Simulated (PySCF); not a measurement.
Stepwise substitution at one centre (Al Br-SH). Gas-phase values, no solvent. One relaxed conformer stands for each flexible species; it need not be the lowest. Strings in code marks are SMILES.

The S1 excitation (TDA) from two functionals at the same geometries (B3LYP-D3(BJ)/def2-TZVP), both in PySCF: PBE-D3(BJ)/def2-TZVP and ωB97X-D3(BJ)/def2-TZVP. Excitations are Tamm–Dancoff values on a coarser integration grid. The basis has no diffuse functions, so Rydberg states are missing or too high.

| species | ωB97X-D3(BJ)/def2-TZVP (eV) |
|---|---|
| 0 of 3 Br replaced by SH (`[Br][Al]([Br])[Br]`) | 6.38 |
| 1 of 3 Br replaced by SH | 6.13 |
| 2 of 3 Br replaced by SH (`[Br][Al]([SH])[SH]` (H–S–Al–Br torsion -180°, Br–Al–S–H torsion 0°)) | 6.13 |
| 3 of 3 Br replaced by SH (`[SH][Al]([SH])[SH]`) | 6.15 |

Q: What does PBE-D3(BJ)/def2-TZVP give for each?

A: 
- 0 of 3 Br replaced by SH (`[Br][Al]([Br])[Br]`): 5.04
- 1 of 3 Br replaced by SH: 4.95
- 2 of 3 Br replaced by SH (`[Br][Al]([SH])[SH]` (H–S–Al–Br torsion -180°, Br–Al–S–H torsion 0°)): 4.96
- 3 of 3 Br replaced by SH (`[SH][Al]([SH])[SH]`): 5.05
Over these rows, drawn at random from the members with no instability flagged (it was tested for open shells, ions and some series alone), PBE minus ωB97X-D3(BJ): mean -1.20 eV, from -1.34 eV to -1.09 eV.
